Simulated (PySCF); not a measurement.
# Working with the constants of SnB⁺

UHF-CCSD(T) constants of SnB⁺, ³Π (triplet), unpaired electrons σ ↑, π ↑ (basis Sn cc-pVDZ-PP with ECP28, B cc-pVDZ; scalar-relativistic core potentials; PySCF 2.14; masses 119.9022 and 11.0093 u):

| Property | Result |
| --- | --- |
| ωe | 373.3 cm⁻¹ |
| ωexe | 5.05 cm⁻¹ |
| Be | 0.28129 cm⁻¹ |
| αe | 0.00379 cm⁻¹ |
| D (centrifugal) | 6.39e-07 cm⁻¹ |
| De to Sn⁺ + B | 1.62 eV |

Question: Give the vibrational terms G(v) and spacings up to v = 6.

Answer: G(v) = ωe(v+½) − ωexe(v+½)².

```
v  G(v) (cm⁻¹)  G(v) − G(v−1)  Bv (cm⁻¹)
0        185.4                    0.2794
1        548.6          363.2     0.2756
2        901.7          353.1     0.2718
3       1244.7          343.0     0.2680
4       1577.6          332.9     0.2642
5       1900.4          322.8     0.2604
6       2213.1          312.7     0.2567
```

Question: How well does the Morse estimate ωe²/(4ωexe) reproduce De, and what is D0?

Answer: It gives 0.86 eV, 53 % of the computed De. D0 = De − G(0) = 1.62 − 0.02 = 1.60 eV.

Correlated steps freeze 5 core orbitals. Correlated levels converge slowly with the basis: in double zeta they bind strong bonds too weakly, by up to about 1 eV, and carry superposition errors of some tenths. Spin–orbit coupling is left out, which matters for elements this heavy, above all for dissociation energies. For an ion De counts to the pair picked by the measured ionisation energies or electron affinities, which need not be the lowest pair at this level. The state was picked by a PBE0 search and need not be the measured ground state.
